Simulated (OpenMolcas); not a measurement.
# What dynamic correlation does to the levels of Ru IV

| Quantity | Value |
| --- | --- |
| Program | OpenMolcas |
| Basis | ANO-RCC-VTZP [7s6p4d2f1g] |
| Scalar Hamiltonian | DKH2, point nucleus |
| Active space | 5 electrons in 5 orbitals (4d) |
| State averaging | 2S+1 = 6 even, 1 root; 2S+1 = 4 even, 24 roots kept (CI in the orbitals of an earlier block); 2S+1 = 2 even, 75 roots kept (CI in the orbitals of an earlier block) |
| Spin-orbit coupling | state interaction with AMFI integrals over the reference wave functions, term energies averaged over their components |

Methods on the same reference wave functions:
A. CASSCF
B. SS-CASPT2, IPEA 0.25 Eh, imaginary shift 0.1 Eh (closed shells correlated: 4s 4p)
C. MS-CASPT2, IPEA 0.25 Eh, imaginary shift 0.1 Eh (closed shells correlated: 4s 4p)

Energies in cm-1 above 4d5 6S 5/2.

```json
{"Level": "4d5 6S 5/2", "A": "0.0", "B": "0.0", "C": "0.0"}
{"Level": "4d5 4G 5/2", "A": "27570", "B": "23960", "C": "23960"}
{"Level": "4d5 4G 7/2", "A": "27769", "B": "24190", "C": "24190"}
{"Level": "4d5 4G 11/2", "A": "27824", "B": "24270", "C": "24270"}
{"Level": "4d5 4G 9/2", "A": "27887", "B": "24330", "C": "24330"}
{"Level": "4d5 4P 5/2 [56 %]", "A": "31190", "B": "26320", "C": "26320"}
{"Level": "4d5 4P 3/2 [59 %]", "A": "31629", "B": "26780", "C": "26780"}
{"Level": "4d5 4P 1/2 [71 %]", "A": "32215", "B": "27490", "C": "27490"}
{"Level": "4d5 4D 7/2", "A": "34161", "B": "28610", "C": "28610"}
{"Level": "4d5 4D 1/2 [71 %]", "A": "34809", "B": "29480", "C": "29480"}
{"Level": "4d5 4D 3/2 [59 %]", "A": "35249", "B": "30040", "C": "30040"}
{"Level": "4d5 4D 5/2 [59 %]", "A": "35256", "B": "30020", "C": "30020"}
{"Level": "4d5 2I 11/2", "A": "39654", "B": "35610", "C": "35610"}
{"Level": "4d5 2I 13/2", "A": "40100", "B": "36120", "C": "36120"}
{"Level": "4d5 2D 5/2(1) [52 %]", "A": "43587", "B": "37570", "C": "37570"}
{"Level": "4d5 2D 3/2(1) [55 %]", "A": "44715", "B": "38330", "C": "38330"}
{"Level": "4d5 4F 7/2 [56 %]", "A": "45858", "B": "39270", "C": "39270"}
{"Level": "4d5 4F 9/2", "A": "45909", "B": "39230", "C": "39230"}
{"Level": "4d5 4F 5/2", "A": "46492", "B": "39880", "C": "39880"}
{"Level": "4d5 2F 7/2(1) [60 %]", "A": "47048", "B": "41010", "C": "41010"}
{"Level": "4d5 4F 3/2 [55 %]", "A": "47603", "B": "41120", "C": "41120"}
{"Level": "4d5 2H 11/2", "A": "50023", "B": "44750", "C": "44750"}
{"Level": "4d5 2G 7/2(1)", "A": "50521", "B": "43680", "C": "43680"}
{"Level": "4d5 2F 5/2(2)", "A": "54062", "B": "46100", "C": "46100"}
```

Between B and C no level of the table moves by more than 5 cm-1.

From A to B the spin-free energies of the other terms of 4d5 shown, above 6S, scale by factors of 0.84 to 0.90, as is usual when dynamic correlation screens the repulsion within a d or f shell.

The lowest spin-free term lies below A's lowest term by 0.363 hartree in B, 0.363 hartree in C.

Term energies are means over components that CASPT2 splits; among the terms shown or strongly mixed into the levels shown the widest spread is 760 cm-1 (4d5 4F, C). Terms from blocks run as CI alone lack orbitals of their own. Without dynamic correlation excited terms often stand tens of per cent too high (terms of higher spin than the ground term too low), and those without a measured partner can miss by more than the paired ones (holds for A). Blocks of more than 70 roots (2S+1 = 2 even) ran without multistate coupling (holds for C). The CASPT2 spread within a term exceeds the gap to the next term for 4d5 2D(1) and 4d5 4F, so the order of their levels is uncertain, and so are names and mixing where such terms share a J (holds for C). Levels of configurations outside the active space are missing. Levels that lie high or do not pair safely by name in every column are left out.

A share in square brackets marks a mixed level and gives the weight of the term that names it, the lowest over the columns. A number in round brackets counts repeated terms of one configuration in the order of the reference energies.
